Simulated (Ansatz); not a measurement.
The cluster Rh5⁻, relaxed as a singlet with RKS B3LYP-D4/def2-SVPD in Ansatz, starting from the GFN2-xTB geometry. Force threshold 0.02 eV/Å.

In the def2 sets Rh takes a core potential; there is no spin–orbit coupling. The restricted singlet is unstable towards broken spin symmetry at other levels; at B3LYP-D4/def2-SVPD this wasn't settled. The highest occupied level of the charge -1 singlet lies above zero (up to 0.24 eV). The electron is either unbound and held by the finite basis, or the level is raised by self-interaction error. The relaxation made no stability test and no search for a lower SCF solution. No other spin state of charge -1 was run. The structure comes from a short search, and lower isomers may exist.

Start:

Cartesian coordinates in Å:
```
Rh -0.788 1.301 0.358
Rh 0.775 0.524 -1.473
Rh 1.779 -0.028 0.773
Rh -0.472 -1.005 1.346
Rh -1.294 -0.793 -1.003
```

**Question.** Estimate the energy that the relaxation releases and the steps that it takes.

**Answer.** 3.9 kcal/mol, in 8 steps; 49 s on 4 threads of Arm Neoverse V2 on a shared host. No frequencies were taken in this run, so the end may be a saddle point.

**Question.** Does the start keep its bonding and symmetry?

**Answer.** By distances, no bond broke or formed. The bond that changes most is Rh1–Rh3, from 2.92 to 2.66 Å (atoms count from 1). Point group Cs at the start, C2v at the end, both within 0.05 Å.

**Question.** Predict the relaxed structure.

**Answer.** 
```xyz
5

Rh   -0.640    1.288    0.416
Rh    0.725    0.484   -1.436
Rh    1.693    0.056    0.780
Rh   -0.475   -0.987    1.274
Rh   -1.304   -0.840   -1.033
```
Bond lengths (bridged metal pairs left out): 9 × Rh–Rh 2.44 to 3.31 Å.
